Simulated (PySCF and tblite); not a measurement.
Values are calculated unless marked as measured or tabulated.
bromoform, CHBr3, numbered as in [Br:1][CH:2]([Br:3])[Br:4].

GFN2-xTB molecular dynamics (tblite; Langevin, friction 0.001 fs⁻¹, 0.5 fs steps, hydrogen mass 1.008 u): 100 + 8000 steps at each temperature, started from the lowest conformer, nuclei classical.

GIAO shieldings at BP86/pcSseg-1 (PySCF) on 9 frames a temperature; like atoms are averaged, and of two unlike H on one atom a is the less shielded at the minimum.

Question: How far do thermal motions move the shieldings from their values at the minimum?

Answer: 
```csv
signal,σ at minimum (ppm),"Δσ, 300 K"
Br1/Br3/Br4,1284.6,-55.8 ± 36.5
C2,66.3,-4.3 ± 3.7
H2,23.05,-0.14 ± 0.22
```

Errors are standard errors over frames. Zero-point motion is missing, and a reference compound would move too.

Question: What do the single frames at 300 K give for H2?

Answer: 
```csv
t (fs),"V above the minimum, tight binding (kcal/mol)","E above it, DFT (kcal/mol)",torsions (°),σ (ppm)
272,1.1,0.6,none,22.23
716,0.6,0.9,none,23.47
1161,2.4,2.1,none,22.48
1606,1.2,2.0,none,23.40
2050,2.2,1.7,none,22.05
2494,2.6,4.0,none,23.72
2939,2.8,2.5,none,22.54
3384,1.7,2.4,none,23.77
3828,0.8,0.3,none,22.53
```

Spin–orbit effects of the heavy atoms on shieldings are missing. Changes within two standard errors are not significant.
